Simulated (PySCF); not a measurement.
Record of a relaxation.

C₂H₇AlAsN.
SMILES with atom numbers: `[CH3:1][C:2]#[N+:3][AlH2-:4][AsH2:5]` (hydrogens: H6, H7, H8 on C1; H9, H10 on Al4; H11, H12 on As5)
Bond orders are those of one Lewis drawing.

Computed by this run: PBE0-D3(BJ)/def2-SVP geometry optimisation, gas phase in PySCF; density fitting, grid level 1; the optimiser is geomeTRIC in internal coordinates, started from a GFN2-xTB structure with every atom displaced at random (about 0.01 Å). 9 of its 23 geometries are shown. The frame can shift and turn from step to step; on so coarse a grid that alone can change the energy by a few meV, and forces under 0.02 eV/Å are noise.

Step 0: E = -71088.9771 eV, largest atomic force 2.446 eV/Å
```
atom  x, y, z in Å  |  force x, y, z in eV/Å
C1     -2.692   -0.587    0.173   -1.562   1.299  -0.625
C2     -1.340   -0.237    0.315   -0.812  -0.595   0.067
N3     -0.241    0.015    0.442    2.383   0.469   0.287
Al4     1.512    1.002    0.093   -1.104   0.465   0.066
As5     3.442   -0.102    0.949    0.412   0.053   0.829
H6     -3.040   -0.302   -0.843    0.105  -0.228   0.254
H7     -2.850   -1.630    0.338   -0.182  -1.095   0.173
H8     -3.285    0.012    0.884   -0.046  -0.197   0.014
H9      1.197    0.862   -1.434    0.242  -0.024  -0.678
H10     0.823    2.299    0.704    0.285   0.357   0.225
H11     3.815    0.011   -0.497    0.447  -0.025  -0.568
H12     2.697   -1.372    0.630   -0.169  -0.479  -0.044
```

Step 3: E = -71089.3496 eV, largest atomic force 0.279 eV/Å
```
atom  x, y, z in Å  |  force x, y, z in eV/Å
C1     -2.736   -0.692    0.223    0.123  -0.081   0.008
C2     -1.367   -0.220    0.244   -0.115  -0.109   0.122
N3     -0.281    0.163    0.264    0.085   0.198  -0.177
Al4     1.456    1.202   -0.067    0.025  -0.047   0.005
As5     3.216   -0.168    1.047   -0.139  -0.008  -0.061
H6     -3.198   -0.431   -0.739   -0.020   0.021   0.007
H7     -2.750   -1.786    0.343   -0.007   0.026   0.000
H8     -3.304   -0.231    1.044    0.006   0.019  -0.022
H9      1.397    1.214   -1.675   -0.003  -0.044   0.078
H10     1.030    2.552    0.682    0.013  -0.009   0.018
H11     4.069   -0.175   -0.220    0.003   0.019   0.007
H12     2.508   -1.456    0.610    0.031   0.014   0.015
```

Step 6: E = -71089.3939 eV, largest atomic force 0.209 eV/Å
```
atom  x, y, z in Å  |  force x, y, z in eV/Å
C1     -2.606   -0.795    0.284   -0.009  -0.011  -0.031
C2     -1.335   -0.133    0.109    0.059  -0.020   0.093
N3     -0.316    0.392   -0.008   -0.123   0.070  -0.091
Al4     1.450    1.333   -0.241    0.139  -0.092   0.125
As5     2.810   -0.187    1.182    0.019  -0.002   0.043
H6     -3.374   -0.298   -0.327   -0.003  -0.005   0.004
H7     -2.524   -1.847   -0.025    0.000  -0.005   0.003
H8     -2.901   -0.750    1.343   -0.003  -0.003   0.008
H9      1.615    1.263   -1.827   -0.033   0.013  -0.041
H10     1.125    2.731    0.466   -0.034   0.018  -0.056
H11     3.956   -0.295    0.181   -0.015   0.028  -0.018
H12     2.139   -1.441    0.618    0.002   0.010  -0.040
```

Step 8: E = -71089.3980 eV, largest atomic force 0.130 eV/Å
```
atom  x, y, z in Å  |  force x, y, z in eV/Å
C1     -2.614   -0.794    0.286    0.000  -0.003  -0.004
C2     -1.340   -0.134    0.117    0.014  -0.034   0.058
N3     -0.321    0.390   -0.005   -0.060   0.056  -0.055
Al4     1.454    1.322   -0.234    0.090  -0.057   0.074
As5     2.832   -0.184    1.186   -0.017   0.000   0.027
H6     -3.379   -0.289   -0.322    0.001  -0.003   0.002
H7     -2.535   -1.844   -0.030    0.004  -0.004   0.002
H8     -2.910   -0.756    1.344    0.000  -0.004  -0.001
H9      1.612    1.245   -1.822   -0.021   0.005  -0.016
H10     1.115    2.725    0.455   -0.017   0.018  -0.041
H11     3.964   -0.275    0.165   -0.005   0.020  -0.017
H12     2.160   -1.436    0.616    0.012   0.005  -0.030
```

Step 11: E = -71089.4028 eV, largest atomic force 0.032 eV/Å
```
atom  x, y, z in Å  |  force x, y, z in eV/Å
C1     -2.617   -0.798    0.317    0.002   0.004   0.006
C2     -1.347   -0.134    0.131    0.003  -0.020   0.012
N3     -0.334    0.393   -0.017   -0.005   0.023  -0.001
Al4     1.457    1.302   -0.264    0.002   0.001  -0.002
As5     2.838   -0.150    1.201   -0.028  -0.016   0.002
H6     -3.429   -0.158   -0.060   -0.002  -0.003   0.002
H7     -2.622   -1.751   -0.232    0.002  -0.004   0.003
H8     -2.780   -0.995    1.386    0.004  -0.004   0.004
H9      1.621    1.157   -1.849   -0.010  -0.004   0.000
H10     1.098    2.740    0.339    0.011   0.007  -0.010
H11     3.966   -0.222    0.175    0.007   0.016   0.000
H12     2.188   -1.412    0.629    0.013   0.001  -0.015
```

Step 14: E = -71089.4253 eV, largest atomic force 0.091 eV/Å
```
atom  x, y, z in Å  |  force x, y, z in eV/Å
C1     -2.505   -0.983    0.699    0.032  -0.013  -0.008
C2     -1.375   -0.182    0.289   -0.016   0.057  -0.063
N3     -0.475    0.453   -0.050   -0.004  -0.041   0.029
Al4     1.281    1.352   -0.520    0.006   0.016  -0.029
As5     2.647   -0.163    0.890    0.025   0.054  -0.068
H6     -3.439   -0.431    0.530   -0.029   0.029  -0.003
H7     -2.525   -1.913    0.114   -0.004  -0.032  -0.018
H8     -2.417   -1.232    1.765    0.008  -0.003   0.051
H9      1.310    1.148   -2.107   -0.023  -0.032   0.007
H10     1.046    2.834    0.031   -0.002  -0.017   0.051
H11     3.953    0.352    0.285   -0.018  -0.005   0.021
H12     2.538   -1.262   -0.169    0.024  -0.014   0.029
```

Step 16: E = -71089.4270 eV, largest atomic force 0.159 eV/Å
```
atom  x, y, z in Å  |  force x, y, z in eV/Å
C1     -2.401   -1.119    1.009    0.011  -0.071   0.032
C2     -1.396   -0.287    0.387   -0.097  -0.007   0.041
N3     -0.588    0.379   -0.093    0.055  -0.009  -0.043
Al4     1.069    1.308   -0.806    0.116  -0.017   0.108
As5     2.630   -0.091    0.532   -0.090  -0.059  -0.022
H6     -3.223   -0.488    1.382    0.034  -0.046  -0.011
H7     -2.798   -1.843    0.279    0.036   0.076   0.042
H8     -1.950   -1.669    1.852   -0.046   0.062  -0.071
H9      0.875    1.046   -2.372    0.016   0.010   0.027
H10     0.909    2.777   -0.196   -0.059   0.014  -0.047
H11     3.803    0.875    0.439   -0.004   0.051  -0.054
H12     3.109   -0.915   -0.658    0.028  -0.005  -0.001
```

Step 19: E = -71089.4371 eV, largest atomic force 0.049 eV/Å
```
atom  x, y, z in Å  |  force x, y, z in eV/Å
C1     -2.452   -1.081    0.959    0.003   0.011   0.000
C2     -1.405   -0.278    0.371   -0.011   0.040   0.000
N3     -0.561    0.358   -0.087    0.021  -0.044   0.001
Al4     1.126    1.277   -0.745   -0.026   0.003  -0.005
As5     2.679   -0.086    0.614    0.016  -0.003   0.011
H6     -3.251   -0.430    1.344   -0.003   0.005  -0.001
H7     -2.870   -1.759    0.202   -0.008  -0.011  -0.007
H8     -2.038   -1.673    1.787    0.007  -0.011   0.009
H9      0.995    0.996   -2.314    0.004   0.006  -0.005
H10     0.891    2.757   -0.187    0.003   0.005  -0.002
H11     3.839    0.874    0.363   -0.003  -0.004   0.005
H12     3.088   -0.984   -0.551   -0.002   0.002  -0.006
```

Step 22: E = -71089.4388 eV, largest atomic force under 0.02 eV/Å
```
atom  x, y, z in Å  |  force x, y, z in eV/Å
C1     -2.479   -1.067    0.976    0.003  -0.005   0.001
C2     -1.412   -0.306    0.370    0.008  -0.001   0.014
N3     -0.546    0.292   -0.099   -0.004  -0.001  -0.012
Al4     1.125    1.236   -0.756   -0.001   0.013   0.002
As5     2.724   -0.087    0.592    0.002  -0.006  -0.005
H6     -3.219   -0.386    1.420   -0.001   0.003  -0.005
H7     -2.969   -1.694    0.217   -0.004   0.004  -0.003
H8     -2.064   -1.713    1.764   -0.002   0.001   0.000
H9      1.005    0.971   -2.328   -0.003  -0.006   0.002
H10     0.852    2.708   -0.188    0.000  -0.001  -0.001
H11     3.830    0.943    0.380    0.001  -0.003   0.005
H12     3.193   -0.926   -0.594    0.000   0.000   0.001
```

Problem. Summarise the path.

Solution. The energy falls by 10.65 kcal/mol from step 0 to step 22; nine tenths of that is first reached at step 6. It rises by more than 0.2 meV at steps 9 and 16. The largest force goes from 2.446 to under 0.02 eV/Å. Among the bonds Al4–As5 changes most, from 2.382 to 2.475 Å; the atoms move by 1.039 Å rms after alignment.

Problem. Follow the three bonds and two angles with the largest change from start to end.

Solution. 
```tsv
step	E above end (kcal/mol)	largest force (eV/Å)	Al4–As5 (Å)	C1–C2 (Å)	Al4–H9 (Å)	N3–Al4–As5 (°)	C2–N3–Al4 (°)
0	10.65	2.446	2.382	1.404	1.565	114.2	156.9
1	4.57	0.722	2.430	1.438	1.597	110.1	158.5
2	3.13	0.377	2.463	1.444	1.607	108.4	160.3
3	2.06	0.279	2.493	1.448	1.608	104.3	164.6
4	1.65	0.259	2.496	1.447	1.603	101.8	168.4
5	1.23	0.317	2.494	1.445	1.596	96.1	178.1
6	1.04	0.209	2.487	1.444	1.596	97.3	178.9
7	1.00	0.174	2.487	1.444	1.597	97.6	179.3
8	0.94	0.130	2.486	1.445	1.598	98.2	179.3
9	10.25	2.583	2.488	1.445	1.607	99.3	179.5
10	0.86	0.038	2.483	1.445	1.600	99.1	179.6
11	0.83	0.032	2.482	1.445	1.600	99.1	179.3
12	0.66	0.149	2.471	1.444	1.598	97.3	174.8
13	0.54	0.135	2.471	1.444	1.598	96.5	173.9
14	0.31	0.091	2.479	1.445	1.600	94.3	171.4
15	0.21	0.094	2.485	1.445	1.601	94.1	171.1
16	0.27	0.159	2.486	1.445	1.600	93.8	169.7
17	0.10	0.066	2.480	1.445	1.600	94.7	170.2
18	0.06	0.058	2.477	1.445	1.599	95.1	170.5
19	0.04	0.049	2.473	1.444	1.599	95.4	170.9
20	0.02	0.038	2.472	1.444	1.599	95.8	171.7
21	0.00	0.025	2.473	1.444	1.599	96.1	172.7
22	0.00	under 0.02	2.475	1.445	1.599	96.2	173.0
```

The cost below is that of the whole optimisation. Hardware: one thread, Arm Neoverse V1 (aarch64), no GPU (shared host). Cost: 3.1 min wall, 0.52 GiB resident at most.
